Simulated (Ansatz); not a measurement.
Two spin states of BeS, each at its own minimum; 2S+1 = 1, 3 were tried, and the measured ground state has 1.

Each state is the lowest solution found for its spin in def2 and cc sets. The singlet is a restricted closed-shell determinant, which can mix singlet states where a π or δ shell is part-filled.

Correlated levels freeze the inner cores; with def2 sets outer-core shells near the valence are correlated too.

Run with Ansatz (Gaussian basis) for Hartree–Fock, density functionals and correlated methods. Values without a source in brackets are computed.

The comparison value is 64.9 kJ/mol (CCSD(T)/def2-TZVPP). It is a level with limits of its own, not the exact answer.

Task: Order these levels by how close they come to the comparison value for the energy of the multiplicity-3 state above the multiplicity-1 state, closest first: wB97X-V/def2-TZVPP, PBE/def2-TZVPP, CCSD/def2-TZVPP, PBE0/def2-TZVPP. Give each level's value less the comparison value.

Result: wB97X-V/def2-TZVPP (-4.1 kJ/mol), PBE0/def2-TZVPP (-5.7 kJ/mol), PBE/def2-TZVPP (13.1 kJ/mol), CCSD/def2-TZVPP (-16.4 kJ/mol)

Ansatz is an electronic-structure program.
